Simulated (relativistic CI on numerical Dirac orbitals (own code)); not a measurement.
**One change at a time: Ho65+**

Base calculation: Dirac-Coulomb-Breit CI, KLI orbitals optimised for each configuration, a model potential for QED, unscaled Slater integrals.

Configuration list: 1s2, 1s 2s, 1s 2p, 1s 3s, 1s 3p, 1s 3d, 1s 4s, 1s 4p, 1s 4d, 1s 4f, 1s 5s, 1s 5p, 1s 5d, 1s 5f, 1s 5g, 1s 6s, 1s 6p, 1s 6d, 2s2. Levels of other configurations are missing.

The lowest level and the first level of each name with at least 55 % of one term (blank where a level has no safe partner in the second run):

```
      Level  Base (eV)  Shift (eV)
   1s2 1S_0        0.0         0.0
 1s 2s 3S_1    47587.0       +72.3
1s 2p 3P°_1    47688.6       +86.1
 1s 2s 1S_0    47712.0       +72.3
1s 2p 3P°_0    47712.6       +86.1
1s 2p 3P°_2    48695.7       +84.9
1s 2p 1P°_1    48740.6       +84.9
 1s 3s 3S_1    56714.7       +82.9
1s 3p 3P°_1    56742.0       +86.9
 1s 3s 1S_0    56748.0       +82.8
1s 3p 3P°_0    56748.3       +86.9
1s 3p 3P°_2    57041.7       +86.6
 1s 3d 3D_2    57051.1       +87.2
 1s 3d 3D_1    57054.2       +87.2
1s 3p 1P°_1    57054.9       +86.5
 1s 3d 3D_3    57139.9       +87.0
 1s 3d 1D_2    57142.3       +87.0
 1s 4s 3S_1    59854.3       +85.4
1s 4p 3P°_1    59865.4       +87.1
 1s 4s 1S_0    59867.8       +85.3
1s 4p 3P°_0    59867.9       +87.1
1s 4p 3P°_2    59991.1       +86.9
```

At this charge energies of transitions that change n are usually good to better than 1 %, and those within a shell (Δn = 0) to a few per cent.

Q: One thing was changed in a second run, which moved the levels as shown. Which?
A. QED terms removed
B. configuration mixing switched off
C. valence Slater integrals scaled by 0.9
D. Breit term removed

A: A. QED terms removed. QED shifts follow the density of s (and p1/2) electrons at the nucleus, so configurations move by their count of such electrons; where none moves, the smaller shifts of p3/2 electrons and of j = l + 1/2 against j = l − 1/2 set the pattern.

LS names give the leading component of a level, which can be under half, so a name can repeat, a term be missing and a line seem to break the LS rules.
